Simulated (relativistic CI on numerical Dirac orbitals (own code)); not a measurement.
**Forbidden transitions in Ar3+**

Calculated at this level of theory: Dirac-Coulomb-Breit CI, orbitals from a KLI potential per configuration, a model potential for QED, valence Slater integrals scaled by 0.85, P86 correlation energy added to each configuration (own radial code, finite nucleus).

Configurations in the expansion (outside the closed core [Ne]): 3s²3p³, 3s3p⁴, 3s²3p²3d, 3p⁵, 3s3p³3d, 3s²3p²4s, 3s²3p²4p, 3s²3p²4d, 3p⁴3d, 3s²3p3d4p, 3s²3p²5s, 3s²3p²4f, 3s²3p3d², 3s²3d³, 3s3p3d³, 3s²3d²4s, 3s²3d²4p, 3s²3d²4d, 3p³3d², 3p²3d³, 3p²3d²4s, 3p²3d²4p, 3p²3d²4d, 3s²3p3d4s, 3s3p3d²4s, 3s²3d4s², 3s²3d4s4p, 3s²3d4s4d, 3s²3p4s², 3s3p3d4s², 3s²4s²4p, 3s²4s²4d. Double excitations out of closed p, d and f shells are left out; levels of such configurations are missing from the list, as are those of other unlisted configurations, and high levels can miss mixing partners. These lack a partner that the ground configuration has and come out too high: 3s²3p²5s, 3s²3p²4f.

```
λ vac (Å)                Lower                Upper  Type   A (s⁻¹)  log gf
   1542.5      3s3p⁴ ⁴P5/2 [6]  3s²3p²3d ⁴F9/2 [17]    E2  1.14e+01   -7.39
   1572.3     3s3p⁴ ²D5/2 [10]  3s²3p²3d ²G9/2 [25]    E2  9.28e+00   -7.46
   3784.8  3s²3p²3d ⁴F7/2 [16]  3s²3p²3d ²G9/2 [25]    M1  2.50e-01   -8.27
   3879.4  3s²3p²3d ⁴F9/2 [17]  3s²3p²3d ²G9/2 [25]    M1  6.33e-01   -7.85
   4755.5    3s²3p³ ⁴S°3/2 [1]    3s²3p³ ²D°5/2 [3]    M1  4.81e-04  -11.01
   4755.5    3s²3p³ ⁴S°3/2 [1]    3s²3p³ ²D°5/2 [3]    E2  1.57e-03  -10.50
   4786.6    3s²3p³ ⁴S°3/2 [1]    3s²3p³ ²D°3/2 [2]    E2  9.93e-04  -10.87
   4786.6    3s²3p³ ⁴S°3/2 [1]    3s²3p³ ²D°3/2 [2]    M1  2.52e-02   -9.46
```

Terms are leading LS components. Brackets give the number of a level in order of energy, since labels repeat. The list gives strong lines, with weight on those to low levels, among the lowest 200 of 3130 levels, so that lines to higher ones, which can be the strongest, are missing, and without lines across small gaps between configurations, and without 8 lines that miss the measured interval by over 3.5 %, start from a term whose rates miss tabulated ones by over 60 %, have gauges far apart or, lacking measured levels, span too small a gap for the errors found; lines with a level outside our table were not tested and can miss by more. Levels whose partners in the same complex of configurations lie outside the list can be far off, and so can their lines. Rates are taken at the computed energies, electric ones in the length gauge.

Correlation outside the listed configurations is missing or only estimated: errors of thousands of cm⁻¹ between configurations and terms are usual at this charge. Rates and lifetimes follow the computed energies and can be off by large factors. The fine structure of a lone outer electron comes out too small, for d and f at times inverted, and misplaced configurations move strength between like terms. 49 of the 54 excited levels that our extract of the measured tables holds in this range could be paired (the sources list more); they are missed by 11044 cm⁻¹ on average and 15032 at most, and levels without a partner can miss by more.

(1) From the table, what is the radiative lifetime of 3s²3p²3d ²G9/2?

## Answers

(1) The listed rates from this level add up to about 1.02e+01 s⁻¹, 98 % of its decay; with all channels τ = 9.61e-02 s.

LS names give the leading component of a level, which can be under half, so a name can repeat, a term be missing and a line seem to break the LS rules.
